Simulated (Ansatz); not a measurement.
Compare A (`O[SiH2]/C=C/[SiH3]`) with its isomer B (`O=CC([SiH3])[SiH3]`).

Program: Ansatz. Geometries: PBE0-D4/def2-TZVP. ΔE: electronic, gas phase. CCSD(T)/CBS is the MP2 limit (def2-TZVPP, def2-QZVPP) plus CCSD(T) − MP2 in def2-TZVPP, frozen cores. DFT in def2-TZVPP. B3LYP here is the variant with VWN-RPA as its local correlation; programs differ in this. One conformer a species, not always the lowest.

Task: Which is lower in electronic energy at CCSD(T)/CBS, and by how much? (Best estimate.)

Result: Computed: A, by 25.9 kcal/mol.

Task: Give E(B) − E(A) in kcal/mol with MP2/def2-TZVPP, CCSD(T)/def2-SVP, ωB97M-V, B3LYP-D4, PBE0-D4, PBE-D4, CCSD/def2-TZVPP. (Estimate.)

Result: Ansatz gave: MP2/def2-TZVPP 24.6, CCSD(T)/def2-SVP 14.6, ωB97M-V 23.4, B3LYP-D4 23.7, PBE0-D4 21.5, PBE-D4 19.8, CCSD/def2-TZVPP 24.8. None reverses the order clearly.

Task: Does the order hold for the free energy at 298.15 K (harmonic terms from PBE0-D4)? (An estimate is asked.)

Result: The calculation gave: Yes: G(B) − G(A) = +24.5 kcal/mol, for one conformer each.

Largest T1 diagnostic: 0.014.

In def2-TZVPP, CCSD(T) changes the Hartree–Fock value by −2.7 kcal/mol (the triples alone add −0.8 kcal/mol) and MP2 by −2.2 kcal/mol. From BLYP to BHLYP (50 % exact exchange), in def2-TZVPP and without D4, E(B) − E(A) moves by +2.6 kcal/mol.
